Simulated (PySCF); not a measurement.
Molecule: `P[SiH]1CC1`, C2H7PSi.

Bonds (- single, = double, # triple, : aromatic): P1-Si2 2.240 Å, Si2-C3 1.866 Å, C3-C4 1.532 Å, C4-Si2 1.866 Å. P1 carries H5, H6; Si2 carries H7; C3 carries H8, H9; C4 carries H10, H11. H8, H11 are cis to P1 on the ring; H9, H10 are trans to P1 on the ring.

Geometry PBE0-D3(BJ)/def2-SVP throughout; GIAO in PySCF 2.14.0 with density-fitted response routines, gas phase, one conformer, non-relativistic; equivalent atoms averaged; basis pcSseg-2.

(1) How do the shifts δ (against H3PO4, TMS at the same level) depend on the functional? (ppm; last column core-seconds on shared hosts with different chips, so compare them loosely; the GGAs took longer than the global hybrids here, which isn't the general rule, and the cause wasn't traced)

(2) Which nucleus moves most, in ppm?

Answers

(1) 
```tsv
functional	kind	P1	Si2	C3/C4	H7	H5/H6	H9/H10	H8/H11	core-s
HF	Hartree–Fock	-256.0	-121.9	-9.8	3.04	1.99	0.56	0.33	14
LDA	LDA	-300.5	-140.3	-3.9	3.56	2.43	0.82	0.59	28
PBE	GGA	-281.1	-134.5	-3.5	3.35	2.31	0.82	0.58	34
BLYP	GGA	-265.7	-133.1	-4.0	3.32	2.25	0.79	0.53	34
BP86	GGA	-277.3	-133.2	-3.2	3.36	2.29	0.80	0.57	34
OPBE	GGA	-279.2	-127.7	-2.2	3.24	2.29	0.84	0.64	35
KT2	GGA	-271.1	-132.4	-3.8	3.30	2.30	0.83	0.57	35
KT3	GGA	-258.8	-126.5	-3.4	3.15	2.21	0.83	0.58	33
B97-D	GGA	-261.2	-127.5	-3.4	3.24	2.26	0.78	0.55	34
B3LYP	global hybrid	-269.4	-131.0	-5.2	3.23	2.16	0.73	0.49	23
PBE0	global hybrid	-283.7	-131.6	-4.9	3.23	2.20	0.75	0.52	22
mPW1PW91	global hybrid	-280.8	-130.6	-4.7	3.21	2.18	0.74	0.52	22
WP04	global hybrid	-231.5	-115.6	-3.1	2.84	1.89	0.69	0.47	31
B97-2	global hybrid	-273.4	-127.9	-4.5	3.16	2.18	0.74	0.52	29
BHandHLYP	global hybrid	-267.8	-127.8	-7.1	3.12	2.07	0.66	0.42	28
CAM-B3LYP	range-separated hybrid	-279.7	-132.1	-6.7	3.20	2.09	0.67	0.45	39
wB97X-D	range-separated hybrid	-284.0	-130.9	-5.4	3.20	2.12	0.69	0.49	37
LC-wPBE	range-separated hybrid	-298.8	-129.6	-6.7	3.15	2.04	0.64	0.46	44
```

(2) P1 (phosphorus bonded to Si, 2 H): from -300.5 ppm with LDA to -231.5 ppm with WP04. The smallest spread is 0.29 ppm, at H9/H10. Proton shifts span only some 12 ppm, so a few tenths of a ppm matter as much there as several ppm in carbon.
